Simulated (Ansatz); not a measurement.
Consider the isomerisation: `CC[SiH](N)F` → `C[SiH2]C(N)F`.

Calculated with Ansatz (gas phase, PBE0-D4/def2-TZVP geometries, no zero-point term in ΔE). CBS: MP2 limit from def2 TZ/QZ plus the TZ coupled-cluster correction, frozen cores. DFT in def2-TZVPP. B3LYP here is the variant with VWN-RPA as its local correlation; programs differ in this. One conformer a species, not always the lowest.

`CC[SiH](N)F`:

```xyz
13

C    -0.247   -1.928   -0.080
C     0.390   -0.631    0.415
Si   -0.220    0.890   -0.462
N     0.446    2.285    0.249
F    -1.829    0.847   -0.399
H    -1.332   -1.910    0.048
H     0.138   -2.796    0.460
H    -0.049   -2.089   -1.143
H     1.479   -0.666    0.303
H     0.202   -0.503    1.488
H     0.107    0.927   -1.908
H     0.496    2.398    1.248
H     0.418    3.175   -0.220
```

`C[SiH2]C(N)F`:

Z-matrix (Å, degrees):
```
C
Si 1 1.869
H 1 1.092 2 110.6
H 1 1.092 2 110.5 3 119.5
H 1 1.093 2 111.4 3 -121.0
C 2 1.907 1 109.7 3 56.4
H 2 1.488 1 111.0 3 176.1
H 2 1.486 1 110.9 3 -62.8
F 6 1.428 2 107.0 1 -72.1
N 6 1.405 2 112.4 1 51.8
H 6 1.094 2 111.1 1 174.1
H 10 1.010 6 113.3 2 -57.1
H 10 1.011 6 113.5 2 176.9
```

Problem. Is it downhill or uphill in electronic energy at CCSD(T)/CBS, and by how much? (Best estimate.)

Solution. Computed: Uphill: ΔE = +73.7 kcal/mol.

Problem. What do these levels give: ωB97M-V, r2SCAN, PBE0, B3LYP, HF/def2-TZVPP, CCSD/def2-TZVPP, CCSD(T)/def2-TZVPP, HF/def2-QZVPP, MP2/def2-QZVPP, SCS-MP2/def2-QZVPP, HF/CBS(def2), CCSD/CBS(def2)? (Best estimate.)

Solution. Ansatz gave: ωB97M-V 71.1, r2SCAN 70.4, PBE0 69.0, B3LYP 70.0, HF/def2-TZVPP 75.0, CCSD/def2-TZVPP 73.3, CCSD(T)/def2-TZVPP 72.4, HF/def2-QZVPP 75.7, MP2/def2-QZVPP 76.6, SCS-MP2/def2-QZVPP 75.5, HF/CBS(def2) 75.8, CCSD/CBS(def2) 74.6 kcal/mol.

Largest T1 diagnostic among the species: 0.011.

From PBE to PBE0 (25 % exact exchange), in def2-TZVPP and without D4, ΔE moves by +3.3 kcal/mol.
